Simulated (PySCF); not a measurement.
iodine monochloride cation (ClI), SMILES ClI (connectivity only; charge and spin as stated), charge +1, multiplicity 2.

Geometry optimised at B3LYP-D3(BJ)/def2-TZVP. The multiplicity is an assumed one; other spin states were not compared. The def2 effective core potentials stand for the cores of I; spin–orbit coupling is left out.

Level of theory: M06-2X/def2-TZVPD (PySCF).

```yaml
total_energy: -757.44895 hartree
point_group: C∞v
"α spin, highest occupied and lowest empty level": -16.17 and -9.11 eV
"β spin, highest occupied and lowest empty level": -15.85 and -11.13 eV
dipole_moment_about_the_centre_of_nuclear_charge: 0.79 D
"⟨S²⟩": 0.758 (pure state 0.75)
```
